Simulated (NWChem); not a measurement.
System: SnCl cation, singlet; SMILES [Cl][Sn+]

The following NWChem deck was run.

```
start job
memory heap 200 mb stack 900 mb global 1100 mb
charge 1
geometry units angstroms
  Sn     0.000000     0.000000    -0.581513
  Cl     0.000000     0.000000     1.712957
end
basis spherical
  * library 3-21g
end
dft
  xc hfexch
  iterations 150
end
driver
  maxiter 120
end
task dft optimize
task dft freq
```

Output (shortened):

```
             Northwest Computational Chemistry Package (NWChem) 7.3.0
             --------------------------------------------------------

 ORDER OF PRIMARY AXIS IS BEING SET TO 4
 C4V symmetry detected

                             Geometry "geometry" -> ""
                             -------------------------

 Output coordinates in angstroms (scale by  1.889725989 to convert to a.u.)

  No.       Tag          Charge          X              Y              Z
 ---- ---------------- ---------- -------------- -------------- --------------
    1 Sn                  50.0000     0.00000000     0.00000000    -0.58217896
    2 Cl                  17.0000     0.00000000     0.00000000     1.71229104

 Effective nuclear repulsion energy (a.u.)     196.0368458292

      Symmetry information
      --------------------

 Group name             C4v
 Group number             18
 Group order               8
 No. of unique centers     2

                                Z-matrix (autoz)
                                --------

 Units are Angstrom for bonds and degrees for angles

      Type          Name      I     J     K     L     M      Value
      ----------- --------  ----- ----- ----- ----- ----- ----------
    1 Stretch                  1     2                       2.29447

  xc_inp: hfexch multiplicative factor not found.

                           NWChem Geometry Optimization
                           ----------------------------

 maximum gradient threshold         (gmax) =   0.000450
 rms gradient threshold             (grms) =   0.000300
 maximum cartesian step threshold   (xmax) =   0.001800
 rms cartesian step threshold       (xrms) =   0.001200
 fixed trust radius                (trust) =   0.300000
 source of zmatrix                         =   autoz

          -------------------
          Energy Minimization
          -------------------

 Using diagonal initial Hessian
 Scaling for Hessian diagonals: bonds = 1.00  angles = 0.25  torsions = 0.10

          --------
          Step   0

                                 NWChem DFT Module
                                 -----------------

 Summary of "ao basis" -> "ao basis" (spherical)
 ------------------------------------------------------------------------------
       Tag                 Description            Shells   Functions and Types
 ---------------- ------------------------------  ------  ---------------------
 Sn                          3-21g                  13       31   6s5p2d
 Cl                          3-21g                   7       13   4s3p

      Symmetry analysis of basis
      --------------------------

        a1         20
        a2          0
        b1          2
        b2          2
        e          20

            General Information
            -------------------
          SCF calculation type: DFT
          Wavefunction type:  closed shell.
          No. of atoms     :     2
          No. of electrons :    66
           Alpha electrons :    33
            Beta electrons :    33
          Charge           :     1
          Spin multiplicity:     1
          Use of symmetry is: on ; symmetry adaption is: on
          Maximum number of iterations: 150
          AO basis - number of functions:    44
                     number of shells:    20
          Convergence on energy requested:  1.00D-06
          Convergence on density requested:  1.00D-05
          Convergence on gradient requested:  5.00D-04

              XC Information
              --------------
                     Hartree-Fock (Exact) Exchange  1.000

      Superposition of Atomic Density Guess
      -------------------------------------

 Sum of atomic energies:       -6453.54240769

 Renormalizing density from      67.00 to     66

      Non-variational initial energy
      ------------------------------

 Total energy =   -6393.322418
 1-e energy   =   -9159.587218
 2-e energy   =    2570.227954
 HOMO         =      -0.698844
 LUMO         =      -0.375999

      Symmetry analysis of molecular orbitals - initial
      -------------------------------------------------

 !! scf_movecs_sym_adapt:    4 vectors were symmetry contaminated

  Symmetry fudging

 !! scf_movecs_sym_adapt:    4 vectors were symmetry contaminated

  Numbering of irreducible representations:

     1 a1          2 a2          3 b1          4 b2          5 e

  Orbital symmetries:

     1 a1          2 a1          3 a1          4 e           5 e
     6 a1          7 a1          8 a1          9 e          10 e
    11 a1         12 e          13 e          14 b2         15 b1
    16 a1         17 a1         18 e          19 e          20 a1
    21 a1         22 e          23 e          24 a1         25 e
    26 e          27 b2         28 b1         29 a1         30 a1
    31 e          32 e          33 a1         34 e          35 e
    36 a1         37 a1         38 a1         39 e          40 e
    41 a1         42 e          43 e

 !! scf_movecs_sym_adapt:    4 vectors were symmetry contaminated

  Symmetry fudging

 !! scf_movecs_sym_adapt:    4 vectors were symmetry contaminated

[...]

      ----------------------
      Optimization converged
      ----------------------

  Step       Energy      Delta E   Gmax     Grms     Xrms     Xmax
  ---- ---------------- -------- -------- -------- -------- --------
@    3   -6453.37278183 -1.6D-08  0.00000  0.00000  0.00008  0.00015
                                     ok       ok       ok       ok

                                Z-matrix (autoz)
                                --------

 Units are Angstrom for bonds and degrees for angles

      Type          Name      I     J     K     L     M      Value     Gradient
      ----------- --------  ----- ----- ----- ----- ----- ---------- ----------
    1 Stretch                  1     2                       2.37550   -0.00000

                         Geometry "geometry" -> "geometry"
                         ---------------------------------

 Output coordinates in angstroms (scale by  1.889725989 to convert to a.u.)

  No.       Tag          Charge          X              Y              Z
 ---- ---------------- ---------- -------------- -------------- --------------
    1 Sn                  50.0000     0.00000000     0.00000000    -0.62269257
    2 Cl                  17.0000     0.00000000     0.00000000     1.75280466

 Effective nuclear repulsion energy (a.u.)     189.3501106259

      Symmetry information
      --------------------

 Group name             C4v
 Group number             18
 Group order               8
 No. of unique centers     2

                Final and change from initial internal coordinates
                --------------------------------------------------

                                Z-matrix (autoz)
                                --------

 Units are Angstrom for bonds and degrees for angles

      Type          Name      I     J     K     L     M      Value       Change
      ----------- --------  ----- ----- ----- ----- ----- ---------- ----------
    1 Stretch                  1     2                       2.37550    0.08103

 ==============================================================================
                                internuclear distances
 ------------------------------------------------------------------------------
       center one      |      center two      | atomic units |  angstroms
 ------------------------------------------------------------------------------
    2 Cl               |   1 Sn               |     4.48904  |     2.37550
 ------------------------------------------------------------------------------
                         number of included internuclear distances:          1
 ==============================================================================

[second-derivative integrals and response iterations left out]

  Vibrational analysis via the FX method

  See chapter 2 in "Molecular Vibrations" by Wilson, Decius and Cross

  Vib: Default input used

[...]

 Rotational Constants
 --------------------
 A=   0.000000 cm-1  (  0.000000 K)
 B=   0.110768 cm-1  (  0.159367 K)
 C=   0.110768 cm-1  (  0.159367 K)

 Temperature                      =   298.15K
 frequency scaling parameter      =   1.0000

 Linear Molecule

 Zero-Point correction to Energy  =    0.566 kcal/mol  (  0.000902 au)
 Thermal correction to Energy     =    2.243 kcal/mol  (  0.003574 au)
 Thermal correction to Enthalpy   =    2.835 kcal/mol  (  0.004518 au)

 Total Entropy                    =   58.893 cal/mol-K
   - Translational                =   40.965 cal/mol-K (mol. weight = 152.8707)
   - Rotational                   =   16.952 cal/mol-K (symmetry #  =        1)
   - Vibrational                  =    0.977 cal/mol-K

 Cv (constant volume heat capacity) =    6.444 cal/mol-K
   - Translational                  =    2.979 cal/mol-K
   - Rotational                     =    1.986 cal/mol-K
   - Vibrational                    =    1.478 cal/mol-K

[normal modes left out]

 ----------------------------------------------------------------------------
 Normal Eigenvalue ||           Projected Infra Red Intensities
  Mode   [cm**-1]  || [atomic units] [(debye/angs)**2] [(KM/mol)] [arbitrary]
 ------ ---------- || -------------- ----------------- ---------- -----------
    1       -0.000 ||    0.010788           0.249        10.516       6.722
    2       -0.000 ||    0.002884           0.067         2.811       1.797
    3        0.000 ||    0.010788           0.249        10.516       6.722
    4        0.000 ||    0.002884           0.067         2.811       1.797
    5        0.000 ||    0.006541           0.151         6.377       4.076
    6      396.024 ||    0.062412           1.440        60.843      38.888
 ----------------------------------------------------------------------------
```

Level: Hartree-Fock/3-21G, non-relativistic. Low-valent species are run as closed-shell singlets; no triplet was tried in these runs.
